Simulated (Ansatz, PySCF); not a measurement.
CH4N2S, SMILES NC(=S)N. Atoms are numbered in the order given.

```xyz
8

N     -0.0343    -1.1464    -1.0427
C      0.0000     0.0000    -0.3166
N      0.0343     1.1464    -1.0427
S      0.0000     0.0000     1.3454
H      0.2580    -1.1577    -2.0119
H      0.0666    -2.0029    -0.5159
H     -0.2580     1.1577    -2.0119
H     -0.0666     2.0029    -0.5159
```

Geometry: PBE0-D3(BJ)/def2-SVP. One conformer was computed; it need not be the lowest.

Two levels are set side by side: PBE-D3(BJ)/def2-SVP (PySCF) and PBE0-D3(BJ)/def2-SVP (Ansatz, a first-principles code). Each level has its own optimised geometry; the coordinates shown are those of the second. Frequencies come from the Hessian of PySCF at each geometry. Differences are taken from unrounded values.

```json
[
 {"quantity": "mean bond length (Å)", "PBE0-D3(BJ)": "1.203", "PBE-D3(BJ)": "1.215", "PBE-D3(BJ) minus PBE0-D3(BJ)": "0.011"},
 {"quantity": "bond N1–C2 (Å)", "PBE0-D3(BJ)": "1.357", "PBE-D3(BJ)": "1.373", "PBE-D3(BJ) minus PBE0-D3(BJ)": "0.015"},
 {"quantity": "bond C2–N3 (Å)", "PBE0-D3(BJ)": "1.357", "PBE-D3(BJ)": "1.373", "PBE-D3(BJ) minus PBE0-D3(BJ)": "0.015"},
 {"quantity": "bond C2–S4 (Å)", "PBE0-D3(BJ)": "1.662", "PBE-D3(BJ)": "1.672", "PBE-D3(BJ) minus PBE0-D3(BJ)": "0.010"},
 {"quantity": "bond N1–H5 (Å)", "PBE0-D3(BJ)": "1.012", "PBE-D3(BJ)": "1.023", "PBE-D3(BJ) minus PBE0-D3(BJ)": "0.010"},
 {"quantity": "bond N1–H6 (Å)", "PBE0-D3(BJ)": "1.011", "PBE-D3(BJ)": "1.020", "PBE-D3(BJ) minus PBE0-D3(BJ)": "0.009"},
 {"quantity": "bond N3–H7 (Å)", "PBE0-D3(BJ)": "1.012", "PBE-D3(BJ)": "1.023", "PBE-D3(BJ) minus PBE0-D3(BJ)": "0.010"},
 {"quantity": "bond N3–H8 (Å)", "PBE0-D3(BJ)": "1.011", "PBE-D3(BJ)": "1.020", "PBE-D3(BJ) minus PBE0-D3(BJ)": "0.009"},
 {"quantity": "highest harmonic wavenumber (cm⁻¹)", "PBE0-D3(BJ)": "3748", "PBE-D3(BJ)": "3612", "PBE-D3(BJ) minus PBE0-D3(BJ)": "-136"},
 {"quantity": "mean harmonic wavenumber (cm⁻¹)", "PBE0-D3(BJ)": "1499", "PBE-D3(BJ)": "1449", "PBE-D3(BJ) minus PBE0-D3(BJ)": "-50"},
 {"quantity": "zero-point energy (kcal/mol)", "PBE0-D3(BJ)": "38.58", "PBE-D3(BJ)": "37.28", "PBE-D3(BJ) minus PBE0-D3(BJ)": "-1.30"}
]
```

Exact exchange shortens and stiffens bonds; PBE has none. Differences between two approximate levels are no errors against the true value.
